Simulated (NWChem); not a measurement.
System: AlH3SO2; SMILES [OH][Al]([OH])[SH]

Here is an NWChem input.

```
start job
memory heap 200 mb stack 900 mb global 1100 mb
geometry units angstroms noautoz
  Al     0.067362     0.458545     0.000000
  O     -1.201838     1.582197     0.000000
  H     -2.142206     1.402945     0.000000
  O      1.677144     0.989466     0.000000
  H      1.946240     1.909350     0.000000
  S     -0.258609    -1.693644     0.000000
  H      1.070836    -1.939440     0.000000
end
basis spherical
  * library 6-31g*
end
dft
  xc b3lyp
  iterations 150
  mulliken
end
task dft energy
```

Output (shortened):

```
             Northwest Computational Chemistry Package (NWChem) 7.3.0
             --------------------------------------------------------

 CS  symmetry detected

                             Geometry "geometry" -> ""
                             -------------------------

 Output coordinates in angstroms (scale by  1.889725989 to convert to a.u.)

  No.       Tag          Charge          X              Y              Z
 ---- ---------------- ---------- -------------- -------------- --------------
    1 Al                  13.0000    -0.01254728     0.44313557     0.00000000
    2 O                    8.0000    -1.40118435     1.41532358     0.00000000
    3 H                    1.0000    -2.31510008     1.13040024     0.00000000
    4 O                    8.0000     1.52649668     1.15350087     0.00000000
    5 H                    1.0000     1.68934578     2.09800042     0.00000000
    6 S                   16.0000    -0.09190539    -1.73215220     0.00000000
    7 H                    1.0000     1.25685656    -1.82532338     0.00000000

 Effective nuclear repulsion energy (a.u.)     200.4553553636

      Symmetry information
      --------------------

 Group name             Cs
 Group number              2
 Group order               2
 No. of unique centers     7

                                 NWChem DFT Module
                                 -----------------

 Summary of "ao basis" -> "ao basis" (spherical)
 ------------------------------------------------------------------------------
       Tag                 Description            Shells   Functions and Types
 ---------------- ------------------------------  ------  ---------------------
 Al                          6-31g*                  8       18   4s3p1d
 O                           6-31g*                  6       14   3s2p1d
 H                           6-31g*                  2        2   2s
 S                           6-31g*                  8       18   4s3p1d

      Symmetry analysis of basis
      --------------------------

        a'         52
        a"         18

            General Information
            -------------------
          SCF calculation type: DFT
          Wavefunction type:  closed shell.
          No. of atoms     :     7
          No. of electrons :    48
           Alpha electrons :    24
            Beta electrons :    24
          Charge           :     0
          Spin multiplicity:     1
          Use of symmetry is: on ; symmetry adaption is: on
          Maximum number of iterations: 150
          AO basis - number of functions:    70
                     number of shells:    34
          Convergence on energy requested:  1.00D-06
          Convergence on density requested:  1.00D-05
          Convergence on gradient requested:  5.00D-04

              XC Information
              --------------
                         B3LYP Method XC Potential
                     Hartree-Fock (Exact) Exchange  0.200
                        Slater Exchange Functional  0.800 local
                    Becke 1988 Exchange Functional  0.720 non-local
              Lee-Yang-Parr Correlation Functional  0.810
                  VWN I RPA Correlation Functional  0.190 local

             Grid Information
             ----------------
          Grid used for XC integration:  medium
          Radial quadrature: Mura-Knowles
          Angular quadrature: Lebedev.
          Tag              B.-S. Rad. Rad. Pts. Rad. Cut. Ang. Pts.
          ---              ---------- --------- --------- ---------
          Al                  1.25       88           8.0       590
          O                   0.60       49          11.0       434
          H                   0.35       45          11.0       434
          S                   1.00       88          11.0       590
          Grid pruning is: on
          Number of quadrature shells:   409
          Spatial weights used:  Erf1

      Superposition of Atomic Density Guess
      -------------------------------------

 Sum of atomic energies:        -790.31773374

      Non-variational initial energy
      ------------------------------

 Total energy =    -791.173914
 1-e energy   =   -1492.284084
 2-e energy   =     500.654814
 HOMO         =      -0.342421
 LUMO         =      -0.034253

      Symmetry analysis of molecular orbitals - initial
      -------------------------------------------------

  Numbering of irreducible representations:

     1 a'          2 a"

  Orbital symmetries:

     1 a'          2 a'          3 a'          4 a'          5 a'
     6 a'          7 a'          8 a"          9 a'         10 a'
    11 a'         12 a"         13 a'         14 a'         15 a'
    16 a'         17 a'         18 a'         19 a'         20 a"
    21 a'         22 a"         23 a'         24 a"         25 a'
    26 a"         27 a'         28 a'         29 a'         30 a'
    31 a'         32 a'         33 a"         34 a'

     ---------------------------------------------
      Total Density - Mulliken Population Analysis
     ---------------------------------------------

    Atom       Charge   Shell Charges
 -----------   ------   -------------------------------------------------------
    1 Al  13    11.59   2.00  2.00  5.97  0.58  0.62  0.10  0.11  0.20
    2 O    8     9.14   2.00  0.93  3.21  0.91  2.09  0.01
    3 H    1     0.44   0.35  0.09
    4 O    8     9.14   2.00  0.93  3.20  0.91  2.08  0.01
    5 H    1     0.44   0.35  0.09
    6 S   16    16.53   2.00  2.00  5.98  1.32  3.13  0.53  1.55  0.02
    7 H    1     0.73   0.39  0.34

[...]
```

Level: B3LYP/6-31G* (spherical d). Structure relaxed at the PBE0/def2-SVP level.
